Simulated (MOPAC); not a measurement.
Input file for MOPAC: PM6 on CsRe, 2S+1 = 7, a spin state set in the input, which need not be the lowest, a point of a bond scan (R = 4.029 Å).

```
PM6 1SCF PRECISE CHARGE=0 UHF MS=3 THREADS=1
CsRe

Re     0.00000000 1     0.00000000 1     0.00000000 1
Cs     0.00000000 1     0.00000000 1     4.02928100 1
```

The log:

```
*******************************************************************************
 **                                                                           **
 **                              MOPAC v23.2.5                                **
 **                                                                           **
 *******************************************************************************
 ** MOPAC's Digital Object Identifier: https://doi.org/10.5281/zenodo.6511958 **
 **                                                                           **
 ** Please cite the open-source release paper for use of this MOPAC version:  **
 ** J. E. Moussa and J. J. P. Stewart (2026)                                  **
 ** MOPAC: An open-source semiempirical molecular orbital program             **
 ** J. Open Source Softw., 11(119), 8025, https://doi.org/10.21105/joss.08025 **
 *******************************************************************************

                              PM6 CALCULATION RESULTS

 *******************************************************************************
 *  PM6        - The PM6 Hamiltonian to be used
 *  UHF        - UNRESTRICTED HARTREE-FOCK CALCULATION
 *
 *
 *
 *                 CHARGE ON SYSTEM = 0
 *
 *
 *
 *  MS=        - IN MECI, MAGNETIC COMPONENT OF SPIN =  3.0
 *  PRECISE    - TIGHTER CRITERIA TO BE USED
 *  1SCF       - DO 1 SCF AND THEN STOP
 *  THREADS=1  - MULTI-THREADING NOT USED
 *  T=         - A TIME OF 172800.0 SECONDS REQUESTED
 *  DUMP=N     - RESTART FILE WRITTEN EVERY 7200.0 SECONDS REQUESTED
 *******************************************************************************
PM6 1SCF PRECISE CHARGE=0 UHF MS=3 THREADS=1
 CsRe

   ATOM   CHEMICAL          X               Y               Z
  NUMBER   SYMBOL      (ANGSTROMS)     (ANGSTROMS)     (ANGSTROMS)

     1      Re          0.00000000  *   0.00000000  *   0.00000000  *
     2      Cs          0.00000000  *   0.00000000  *   4.02928100  *



          CARTESIAN COORDINATES

    NO.       ATOM           X           Y           Z

     1        Re          0.0000      0.0000      0.0000
     2        Cs          0.0000      0.0000      4.0293

 General Reference for PM6:
 "Optimization of Parameters for Semiempirical Methods V: Modification of NDDO Approximations
 and Application to 70 Elements", J. J. P. Stewart, J. Mol. Mod., 13, 1173-1213 (2007)
 URL: https://link.springer.com/article/10.1007/s00894-007-0233-4

           Empirical Formula: Re Cs  =     2 atoms



      MOLECULAR POINT GROUP   :   C*v


          UHF CALCULATION, NO. OF ALPHA ELECTRONS =    7
                           NO. OF BETA  ELECTRONS =    1

 -------------------------------------------------------------------------------
 PM6 1SCF PRECISE CHARGE=0 UHF MS=3 THREADS=1
 CsRe



     1SCF WAS SPECIFIED, SO BFGS WAS NOT USED
     SCF FIELD WAS ACHIEVED


                              PM6 CALCULATION
                                                       MOPAC v23.2.5 Linux




          FINAL HEAT OF FORMATION =        184.29742 KCAL/MOL =     771.10040 KJ/MOL


          COSMO AREA              =        231.70 SQUARE ANGSTROMS
          COSMO VOLUME            =        314.42 CUBIC ANGSTROMS

          IONIZATION POTENTIAL    =          4.497601 EV
          ALPHA SOMO LUMO (EV)    =         -4.498 -0.388
          BETA  SOMO LUMO (EV)    =         -5.811 -0.163
          NO. OF ALPHA ELECTRONS  =          7
          NO. OF BETA  ELECTRONS  =          1
          MOLECULAR WEIGHT        =        319.1124         POINT GROUP:  C*v

          MOLECULAR DIMENSIONS (Angstroms)

            Atom       Atom       Distance
           Cs     2   Re     1     4.02928
           Cs     2   Re     1     0.00000
           Re     1   Cs     2     0.00000


          SCF CALCULATIONS        =          1





   ATOM   CHEMICAL          X               Y               Z
  NUMBER   SYMBOL      (ANGSTROMS)     (ANGSTROMS)     (ANGSTROMS)

     1      Re          0.00000000  *   0.00000000  *   0.00000000  *
     2      Cs          0.00000000  *   0.00000000  *   4.02928100  *

                             CARTESIAN COORDINATES

   1   Re        0.000000000     0.000000000     0.000000000
   2   Cs        0.000000000     0.000000000     4.029281000


           Empirical Formula: Re Cs  =     2 atoms



      MOLECULAR POINT GROUP   :   C*v


          ALPHA EIGENVALUES
  -9.36636  -7.58654  -7.58654  -7.52058  -7.15175  -7.15175  -4.49760  -0.38847
   0.76720   0.76720   2.18378   3.07657   3.07657


           BETA EIGENVALUES
  -5.81093  -0.16267   1.40372   1.40372   1.72626   1.73253   1.73253   3.00389
   3.04178   3.04178   4.35110   4.35110   5.65285


              NET ATOMIC CHARGES AND DIPOLE CONTRIBUTIONS

  ATOM NO.   TYPE          CHARGE      No. of ELECS.   s-Pop       p-Pop       d-Pop
    1         Re          -0.777768        7.7778     1.97931     0.79211     5.00634
    2         Cs           0.777768        0.2222     0.00003     0.22220
 DIPOLE           X         Y         Z       TOTAL
 POINT-CHG.     0.000     0.000    15.053    15.053
 HYBRID         0.000    -0.000    -0.511     0.511
 SUM            0.000    -0.000    14.541    14.541


          ATOMIC ORBITAL ELECTRON POPULATIONS

     Atom    s        px        py        pz      x^2-y^2     xz        z^2       yz        xy
    1 Re   1.97931   0.00166   0.00166   0.78880   1.00000   0.99796   1.01042   0.99796   1.00000
    2 Cs   0.00003   0.00038   0.00038   0.22144


                    (SZ)    =    3.000000
                    (S**2)  =   12.000393


          ATOMIC ORBITAL SPIN POPULATIONS

    Atom   Total    s     px     py     pz   x^2-y^2  xz     z^2    yz     xy
         Atomic
    1 Re  5.7804  0.019  0.002  0.002  0.782  1.000  0.998  0.981  0.998  1.000
    2 Cs  0.2196  0.000  0.000  0.000  0.219

 **********************
 *                    *
 * JOB ENDED NORMALLY *
 *                    *
 **********************




 == MOPAC DONE ==
```

The run finished.

Cost: about 0.020 core-seconds (a rough figure).
